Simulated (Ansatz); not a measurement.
The cluster Rb3Cl4: single points at one geometry.

```yaml
crystal:
  periodic: [false, false, false]
  atoms:
    - {symbol: Rb, position_ang: [-0.886165, 1.504418, -1.057458]}
    - {symbol: Rb, position_ang: [0.641840, -2.763820, -1.125607]}
    - {symbol: Rb, position_ang: [1.589051, 0.825941, 1.940367]}
    - {symbol: Cl, position_ang: [-2.215321, -1.458719, -1.182731]}
    - {symbol: Cl, position_ang: [-1.004563, -1.282458, 1.169669]}
    - {symbol: Cl, position_ang: [1.967868, -0.039187, -1.061983]}
    - {symbol: Cl, position_ang: [-0.092709, 3.213825, 1.317754]}
basis:
  gaussian: {orbitals: def2-SVP, initial_orbitals: start.molden}
magnetization: {spin_polarized: true, initial_magnetization: 1}
hamiltonian: {xc: pbe, dispersion: d4}
scf: {omitted_lower_state_checks: [starts]}
output: {orbitals: {seedname: orbitals}}
```

The file start.molden holds the orbitals of an earlier run on this structure, at another level or in another basis.

```sh
$ ansatz run in.yaml --threads 4 --pin off --events-out ev --progress --plain --max-ram 4787MiB
```

Shortened log:

```
Functional definition: PBE
1590 factors; their error is unknown
mean field evaluation 1: about -52030.1514 eV, gradient 6.4e0 eV
mean field evaluation 2: about -52030.3439 eV, gradient 2.2e-1 eV
mean field evaluation 4: about -52029.9156 eV, gradient 5.6e0 eV
mean field evaluation 8: about -52030.2987 eV, gradient 6.0e-2 eV
mean field evaluation 16: about -52030.2988 eV, gradient 1.7e-4 eV
mean field -52030.29878085 eV, -1912.0782127931 hartree, gradient 3.9e-6 eV, S^2 0.751193; 0 other end points of the search recorded, 0 dependent functions left out
reference -52030.29885689 eV, -1912.0782155875 hartree; 48, 47 occupied and 96, 97 virtual orbitals, 1590 factors
Total energy: -52030.58815999 eV, -1912.0888472804 hartree
Checks for a lower state left out: starts
```

It took 5.5 s on 4 threads of Intel Xeon Platinum 8488C on a shared host.

First input, but with `gaussian: {orbitals: def2-TZVP, initial_orbitals: start.molden}`, `hamiltonian: {xc: hse06, dispersion: d4}` (abridged; 9.5 s):

```
Functional definition: HSE06
the host lacks memory for fits, so the integrals are decomposed
mean field -52050.30692914 eV, -1912.8134986807 hartree, gradient 2.3e-5 eV, S^2 0.754458
Total energy: -52050.55917698 eV, -1912.8227686178 hartree
Checks for a lower state left out: starts
```

First input, but with `hamiltonian: {xc: pbe0, dispersion: d4}` (abridged; 4.6 s):

```
Functional definition: PBE0
mean field -52034.55112633 eV, -1912.2344836072 hartree, gradient 1.8e-5 eV, S^2 0.752872
Total energy: -52034.80729571 eV, -1912.2438976581 hartree
Checks for a lower state left out: starts
```

As the first input, with `gaussian: {orbitals: def2-TZVP, initial_orbitals: start.molden}`, `correlation: {method: mp2}` and without the key `hamiltonian` (abridged; 9.5 s):

```
Functional definition: HF
mean field -51967.66599537 eV, -1909.7765003808 hartree, gradient 7.4e-6 eV, S^2 0.771857
20 core orbitals not correlated: weight in the atoms' cores, before any rotation towards them, 1.000 or more for the frozen orbitals, at most 0.000 for the correlated occupied ones
second order -26.74894467 eV of doubles, -0.00000000 eV of singles
Total energy: -51994.41494004 eV, -1910.7595059662 hartree
Checks for a lower state left out: starts
```

First input, but with `gaussian: {orbitals: def2-TZVP, initial_orbitals: start.molden}`, `output: {forces: true, orbitals: {seedname: orbitals}}` (abridged; 16 s):

```
Functional definition: PBE
mean field -52047.24369167 eV, -1912.7009267799 hartree, gradient 6.9e-6 eV, S^2 0.751940
Total energy: -52047.53312197 eV, -1912.7115631472 hartree
Atom 0 force    -0.062038     0.049565    -0.109049 eV/Å
Atom 1 force     0.041819    -0.114145    -0.041437 eV/Å
Atom 2 force     0.082611    -0.052864     0.097202 eV/Å
Atom 3 force    -0.125212    -0.044030    -0.092072 eV/Å
Atom 4 force    -0.009081    -0.009657     0.143919 eV/Å
Atom 5 force     0.107008     0.022524    -0.061810 eV/Å
Atom 6 force    -0.035106     0.148607     0.063248 eV/Å
Dipole moment:     0.808076    -1.632996    -0.386533 e Å
Checks for a lower state left out: starts
```

The first input with `gaussian: {orbitals: def2-TZVP, initial_orbitals: start.molden}`, `hamiltonian: {xc: lda}` (abridged; 8.5 s):

```
Functional definition: SPW92
mean field evaluation 16: about -51898.4598 eV, gradient 1.0e-5 eV
mean field -51898.45983479 eV, -1907.2332208888 hartree, gradient 1.9e-6 eV, S^2 0.751127
Total energy: -51898.45995582 eV, -1907.2332253367 hartree
Checks for a lower state left out: starts
```

First input, but with `gaussian: {orbitals: def2-TZVP, initial_orbitals: start.molden}`, `hamiltonian: {xc: r2scan, dispersion: d4}` (abridged; 14 s):

```
Functional definition: r2SCAN
mean field -52066.12709633 eV, -1913.3948791016 hartree, gradient 1.3e-6 eV, S^2 0.754419
Total energy: -52066.19107367 eV, -1913.3972302256 hartree
Checks for a lower state left out: starts
```

Geometry: PBE0-D4/def2-SVP.

In the def2 sets Rb takes a core potential; there is no spin–orbit coupling. HSE06 is defined as in plane-wave codes, on full-range PBE exchange. Correlated methods freeze 20 core orbitals; core or outer-core shells of Rb are correlated, in sets that lack core-valence functions. At PBE-D4/def2-SVP, PBE-D4/def2-TZVP, LDA (SPW92)/def2-TZVP the gap within one spin of the charge 0 doublet nearly closes, so an electron or hole may be smeared out by delocalisation error. In the doublet, Cl4 and Cl5 lie 2.65 Å apart (atoms count from 1), so these atoms are partly bonded to each other. The structure comes from a short search, and lower isomers may exist.
